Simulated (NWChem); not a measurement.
System: CH₄OSi, singlet; SMILES C[Si]O

Here is an NWChem input.

```
start job
memory heap 200 mb stack 900 mb global 1100 mb
geometry units angstroms noautosym nocenter noautoz
  Si     0.623940     0.153242    -0.001465
  C     -0.425680    -1.443963     0.004225
  H     -0.219475    -2.022465    -0.924466
  H     -1.514682    -1.244599     0.073225
  H     -0.114247    -2.101635     0.845695
  O     -0.662734     1.265674     0.000620
  H     -0.337523     2.186043    -0.007464
end
basis spherical
  Si library def2-svp
  C library def2-svp
  H library def2-svp
  O library def2-svp
end
dft
  xc b3lyp
  iterations 150
  mulliken
end
task dft energy
esp
  recalculate
  probe 0.07
  range 0.3
  factor 1.0
  spacing 0.02
end
task esp
```

Excerpt of the output:

```
             Northwest Computational Chemistry Package (NWChem) 7.3.0
             --------------------------------------------------------

                             Geometry "geometry" -> ""
                             -------------------------

 Output coordinates in angstroms (scale by  1.889725989 to convert to a.u.)

  No.       Tag          Charge          X              Y              Z
 ---- ---------------- ---------- -------------- -------------- --------------
    1 Si                  14.0000     0.62394000     0.15324200    -0.00146500
    2 C                    6.0000    -0.42568000    -1.44396300     0.00422500
    3 H                    1.0000    -0.21947500    -2.02246500    -0.92446600
    4 H                    1.0000    -1.51468200    -1.24459900     0.07322500
    5 H                    1.0000    -0.11424700    -2.10163500     0.84569500
    6 O                    8.0000    -0.66273400     1.26567400     0.00062000
    7 H                    1.0000    -0.33752300     2.18604300    -0.00746400

 Effective nuclear repulsion energy (a.u.)      98.6080424043

                                 NWChem DFT Module
                                 -----------------

 Summary of "ao basis" -> "ao basis" (spherical)
 ------------------------------------------------------------------------------
       Tag                 Description            Shells   Functions and Types
 ---------------- ------------------------------  ------  ---------------------
 Si                         def2-svp                 8       18   4s3p1d
 C                          def2-svp                 6       14   3s2p1d
 H                          def2-svp                 3        5   2s1p
 O                          def2-svp                 6       14   3s2p1d

            General Information
            -------------------
          SCF calculation type: DFT
          Wavefunction type:  closed shell.
          No. of atoms     :     7
          No. of electrons :    32
           Alpha electrons :    16
            Beta electrons :    16
          Charge           :     0
          Spin multiplicity:     1
          Use of symmetry is: off; symmetry adaption is: off
          Maximum number of iterations: 150
          AO basis - number of functions:    66
                     number of shells:    32
          Convergence on energy requested:  1.00D-06
          Convergence on density requested:  1.00D-05
          Convergence on gradient requested:  5.00D-04

              XC Information
              --------------
                         B3LYP Method XC Potential
                     Hartree-Fock (Exact) Exchange  0.200
                        Slater Exchange Functional  0.800 local
                    Becke 1988 Exchange Functional  0.720 non-local
              Lee-Yang-Parr Correlation Functional  0.810
                  VWN I RPA Correlation Functional  0.190 local

             Grid Information
             ----------------
          Grid used for XC integration:  medium
          Radial quadrature: Mura-Knowles
          Angular quadrature: Lebedev.
          Tag              B.-S. Rad. Rad. Pts. Rad. Cut. Ang. Pts.
          ---              ---------- --------- --------- ---------
          Si                  1.10       88           8.0       590
          C                   0.70       49          10.0       434
          H                   0.35       45          11.0       434
          O                   0.60       49          10.0       434
          Grid pruning is: on
          Number of quadrature shells:   366
          Spatial weights used:  Erf1

      Superposition of Atomic Density Guess
      -------------------------------------

 Sum of atomic energies:        -403.05162477

      Non-variational initial energy
      ------------------------------

 Total energy =    -404.017502
 1-e energy   =    -751.477345
 2-e energy   =     248.851801
 HOMO         =      -0.225298
 LUMO         =      -0.032211

     ---------------------------------------------
      Total Density - Mulliken Population Analysis
     ---------------------------------------------

    Atom       Charge   Shell Charges
 -----------   ------   -------------------------------------------------------
    1 Si  14    13.26   2.00  1.99  1.20  0.67  5.93  0.72  0.60  0.15
    2 C    6     6.69   1.99  0.98  0.30  2.13  1.28  0.01
    3 H    1     0.86   0.64  0.19  0.03
    4 H    1     0.87   0.65  0.20  0.03
    5 H    1     0.86   0.64  0.19  0.03
    6 O    8     8.81   1.99  1.11  0.65  3.08  1.97  0.00
    7 H    1     0.65   0.52  0.08  0.06

   convergence    iter        energy       DeltaE   RMS-Dens  Diis-err
 ---------------- ----- ----------------- --------- --------- ---------
 d= 0,ls=0.0,diis     1   -405.0085005356 -5.04D+02  1.89D-02  5.18D-01
 d= 0,ls=0.0,diis     2   -404.8818656544  1.27D-01  1.21D-02  1.78D+00
 d= 0,ls=0.0,diis     3   -405.0678400567 -1.86D-01  2.44D-03  3.28D-02
 d= 0,ls=0.0,diis     4   -405.0705056150 -2.67D-03  1.03D-03  6.44D-03
 d= 0,ls=0.0,diis     5   -405.0713732682 -8.68D-04  1.61D-04  2.60D-04
  Resetting Diis
 d= 0,ls=0.0,diis     6   -405.0714068046 -3.35D-05  3.02D-05  9.89D-07
 d= 0,ls=0.0,diis     7   -405.0714069685 -1.64D-07  7.43D-06  4.00D-08

         Total DFT energy =     -405.071406968457
      One electron energy =     -754.395529151169
           Coulomb energy =      287.111359482374
    Exchange-Corr. energy =      -36.395279703953
 Nuclear repulsion energy =       98.608042404292

 Numeric. integr. density =       32.000002571343

                       DFT Final Molecular Orbital Analysis
                       ------------------------------------

 Vector   14  Occ=2.000000D+00  E=-3.516611D-01
              MO Center= -2.4D-01, -2.9D-01,  5.3D-03, r^2= 2.7D+00
   Bfn.  Coefficient  Atom+Function         Bfn.  Coefficient  Atom+Function
  ----- ------------  ---------------      ----- ------------  ---------------
    51     -0.343288  6 O  px                23      0.327005  2 C  py
    54     -0.235653  6 O  px                 9     -0.233108  1 Si py
     3      0.220564  1 Si s                 12     -0.159375  1 Si py
    52      0.156655  6 O  py                26      0.153698  2 C  py
     2      0.137044  1 Si s                 43     -0.136005  5 H  s

 Vector   15  Occ=2.000000D+00  E=-3.416316D-01
              MO Center= -5.4D-01,  1.0D+00, -4.6D-03, r^2= 1.3D+00
   Bfn.  Coefficient  Atom+Function         Bfn.  Coefficient  Atom+Function
  ----- ------------  ---------------      ----- ------------  ---------------
    53      0.582703  6 O  pz                56      0.434470  6 O  pz
    13      0.142638  1 Si pz                10      0.110034  1 Si pz
    24     -0.100226  2 C  pz                33      0.087273  3 H  s
    43     -0.076433  5 H  s                  7     -0.064878  1 Si pz
    34      0.063823  3 H  s                 44     -0.059004  5 H  s

 Vector   16  Occ=2.000000D+00  E=-2.198997D-01
              MO Center=  7.0D-01,  7.0D-02, -3.1D-03, r^2= 2.8D+00
   Bfn.  Coefficient  Atom+Function         Bfn.  Coefficient  Atom+Function
  ----- ------------  ---------------      ----- ------------  ---------------
     4      0.490265  1 Si s                  3      0.323928  1 Si s
     8      0.295080  1 Si px                21     -0.265607  2 C  s
    11      0.262514  1 Si px                51     -0.233709  6 O  px
    23     -0.222130  2 C  py                 2      0.207220  1 Si s
    54     -0.187069  6 O  px                26     -0.172791  2 C  py

 Vector   17  Occ=0.000000D+00  E=-6.184854D-02
              MO Center=  5.8D-01,  1.7D-01,  1.4D-04, r^2= 2.8D+00
   Bfn.  Coefficient  Atom+Function         Bfn.  Coefficient  Atom+Function
  ----- ------------  ---------------      ----- ------------  ---------------
    13      0.748916  1 Si pz                10      0.394338  1 Si pz
    56     -0.248901  6 O  pz                53     -0.243753  6 O  pz
     7     -0.210457  1 Si pz                33      0.105316  3 H  s
    34      0.101297  3 H  s                 43     -0.096296  5 H  s
    44     -0.087738  5 H  s                 24     -0.063266  2 C  pz

 Vector   18  Occ=0.000000D+00  E= 2.527502D-02
              MO Center=  4.2D-01,  9.5D-01, -4.4D-03, r^2= 4.1D+00
   Bfn.  Coefficient  Atom+Function         Bfn.  Coefficient  Atom+Function
  ----- ------------  ---------------      ----- ------------  ---------------
    12      0.784460  1 Si py                50     -0.730096  6 O  s
    63      0.606698  7 H  s                 21      0.495191  2 C  s
    11     -0.290022  1 Si px                39     -0.277792  4 H  s
    54     -0.239735  6 O  px                51     -0.195382  6 O  px
     9      0.170657  1 Si py                49     -0.142910  6 O  s

 Vector   19  Occ=0.000000D+00  E= 6.285444D-02
              MO Center= -1.5D-01, -9.6D-01, -3.2D-02, r^2= 6.3D+00
   Bfn.  Coefficient  Atom+Function         Bfn.  Coefficient  Atom+Function
  ----- ------------  ---------------      ----- ------------  ---------------
    21      2.498332  2 C  s                 34     -0.971564  3 H  s
    44     -0.941767  5 H  s                  4     -0.776770  1 Si s
    39     -0.650303  4 H  s                 12      0.647010  1 Si py
    11      0.506317  1 Si px                63     -0.461871  7 H  s
    50      0.408709  6 O  s                  3      0.219174  1 Si s

     ---------------------------------------------
      Total Density - Mulliken Population Analysis
     ---------------------------------------------

    Atom       Charge   Shell Charges
 -----------   ------   -------------------------------------------------------
    1 Si  14    13.65   2.00  1.98  1.23  0.62  5.92  0.98  0.71  0.20
    2 C    6     6.29   1.99  0.90  0.25  2.11  1.03  0.02
    3 H    1     0.96   0.72  0.21  0.02
    4 H    1     0.94   0.72  0.20  0.02
    5 H    1     0.96   0.72  0.21  0.02
    6 O    8     8.39   1.99  1.09  0.66  2.86  1.79  0.01
    7 H    1     0.81   0.67  0.07  0.07

     -------------------------------------------
      Total Density - Lowdin Population Analysis
     -------------------------------------------

    Atom       Charge   Shell Charges
 -----------   ------   -------------------------------------------------------
    1 Si  14    13.67   2.00  1.96  0.90  0.67  5.80  1.11  0.93  0.30
    2 C    6     6.30   1.96  0.61  0.35  1.89  1.44  0.04
    3 H    1     0.96   0.62  0.28  0.07
    4 H    1     0.97   0.62  0.28  0.07
    5 H    1     0.96   0.62  0.28  0.07
    6 O    8     8.22   1.97  0.90  0.62  2.70  2.01  0.01
    7 H    1     0.92   0.56  0.19  0.18

     Multipole analysis of the density
     ---------------------------------

     L   x y z        total         alpha         beta         nuclear
     -   - - -        -----         -----         ----         -------
     0   0 0 0     -0.000000    -16.000000    -16.000000     32.000000

     1   1 0 0      0.047590      1.258465      1.258465     -2.469341
     1   0 1 0      0.204777     -0.298560     -0.298560      0.801898
     1   0 0 1     -0.006076     -0.000005     -0.000005     -0.006066

     2   2 0 0    -22.594309    -33.653039    -33.653039     44.711769
     2   1 1 0     -0.015516     -0.271065     -0.271065      0.526613
     2   1 0 1      0.028655      0.066089      0.066089     -0.103523
     2   0 2 0    -16.206365    -80.398360    -80.398360    144.590354
     2   0 1 1     -0.000785      0.086320      0.086320     -0.173426
     2   0 0 2    -18.263931    -11.944884    -11.944884      5.625838

                     NWChem Electrostatic Potential Fit Module
                     -----------------------------------------

 Atom parameters

 Number of atoms is                                    7
 Number of basis functions is                         66

 Grid parameters

 Maximum number of grid points is                  32127
 Number of grid points is                          32126
 Grid range                                     0.300000 nm
 Grid spacing                                   0.020000 nm
 Probe radius                                   0.070000 nm
 Atom radius factor                             1.000000

 Atomic radii

    1    0.100000
    6    0.147000
    8    0.136000
   14    0.187000
 FASTESP  F
  using M.O. file = ./job.movecs

    Atom              Coordinates                           Charge

                                                  ESP

    1 Si    0.062394    0.015324   -0.000147   -0.096283
    2 C    -0.042568   -0.144396    0.000423    0.570932
    3 H    -0.021948   -0.202247   -0.092447   -0.129694
    4 H    -0.151468   -0.124460    0.007323   -0.146196
    5 H    -0.011425   -0.210164    0.084570   -0.135698
    6 O    -0.066273    0.126567    0.000062   -0.388603
    7 H    -0.033752    0.218604   -0.000746    0.325542
                                            ------------
                                                0.000000

 Dipole moment                                  0.294237

 Quadrupole moment Qxx                         -4.355224
                   Qyy                          7.613676
                   Qzz                         -3.258452

 RMS deviation kJ/mol                           0.145488

 RRMS %                                        68.555167
```

Level: B3LYP/def2-SVP. Low-valent species are run as closed-shell singlets; no triplet was tried in these runs. Structure relaxed at the PBE-D3(BJ)/def2-SVP level.
